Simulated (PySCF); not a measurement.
**Vertical excitation energies**

Species: CH7FSi2.
SMILES: `FC[SiH2][SiH3]`

Method: PySCF, TDDFT CAM-B3LYP/def2-SVPD, vertical, gas phase, core orbitals frozen in the response. Geometry: GFN2-xTB, one conformer, isolated molecule. Torsions of this conformer, `[F:1][CH2:2][SiH2:3][SiH3:4]`: F1–C2–Si3–Si4 -55°.

Task: What does the calculation give for the low-lying excited states?

Result: 

```tsv
state	E (eV)	λ (nm)	f	main configurations (H = HOMO, L = LUMO)
S1	7.32	169.3	0.054	H→L (75%)
S2	7.54	164.4	0.017	H→L+2 (76%)
S3	7.69	161.2	0.066	H-1→L (76%)
S4	7.95	155.9	0.054	H→L+1 (52%), H→L (11%)
S5	8.13	152.4	0.0099	H-1→L+2 (29%), H→L+1 (25%), H→L+3 (21%)
S6	8.22	150.7	0.022	H-1→L+2 (38%), H→L+3 (23%), H-1→L+1 (17%)
S7	8.47	146.4	0.026	H→L+4 (66%)
S8	8.48	146.2	0.249	H-2→L (30%), H-1→L+3 (18%), H-1→L+1 (16%)
```

Triplets, Tamm–Dancoff:

| state | E (eV) | λ (nm) | main configurations (H = HOMO, L = LUMO) |
| --- | --- | --- | --- |
| T1 | 6.45 | 192.2 | H→L (74%) |
| T2 | 6.69 | 185.4 | H→L+2 (58%), H-1→L+2 (24%) |
| T3 | 7.07 | 175.3 | H-1→L (55%), H→L+1 (13%) |

The lowest singlet comes at 169 nm (707 kJ/mol) in the vacuum ultraviolet; it is of moderate strength; its leading configuration is HOMO→LUMO (75%). The strongest level in the table is S8 at 8.48 eV (146 nm, f = 0.249). It is the last of those listed, so stronger ones may follow. S7/S8 lie within about 0.01 eV of each other. Löwdin shares by element: HOMO silicon 46%, carbon 22%, fluorine 13% (atoms not listed hold the other 19%); LUMO silicon 47%, carbon 13%, hydrogen 9% or more (atoms not listed hold the other 31%). The listed states span 1.15 eV, and the widest gap between neighbours is 0.26 eV (S3 to S4). The oscillator strengths of these states sum to 0.499; summed over the whole spectrum of an exact calculation they would give the number of electrons, 50 (Thomas–Reiche–Kuhn). Weighted by f, the mean energy of these states is 8.14 eV. The window holds the lowest 8 singlets.

The run took 18 s of wall time on one thread, Arm Neoverse V1 (shared host).
